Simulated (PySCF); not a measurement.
## Property card for [TaO2F2]-, `[O]=[Ta-](=[O])([F])[F]`

[TaO2F2]- (charge -1 and singlet state).
Bonds: Ta1–O2, Ta1–O3, Ta1–F4, Ta1–F5.

**PBE0-D3(BJ)/def2-SVP geometry optimisation, gas phase, def2 core potentials past Kr (PySCF)**

```
Point group                  : C2v
Rotational constants A, B, C : 3.458, 3.124, 2.859 GHz
```

B3LYP/pcSseg-1 (def2-TZVP on Ta) ground state (PySCF):

```
HOMO energy   : -2.25 eV
LUMO energy   : 3.96 eV
HOMO–LUMO gap : 6.21 eV
```

Monoisotopic mass of the ion (most abundant isotopes, electron mass counted): 250.9352 u.

With B = h/(8π²I), that is 505.379 GHz u Å² over I, the principal moments of inertia are 146.2, 161.8 and 176.8 u Å² (most abundant isotopes); the inertial defect Ic − Ia − Ib is -131.2 u Å² (zero for a rigid planar frame, negative otherwise). The rotational constants make it an asymmetric top with κ = (2B − A − C)/(A − C) = -0.11, nearer the prolate limit (−1).

Atoms past krypton carry effective core potentials; spin–orbit coupling is left out. The geometry's basis has no diffuse functions, a weakness for an anion. No diffuse functions stand in pcSseg-1 (def2-TZVP on Ta), which bears on an anion's orbital energies.
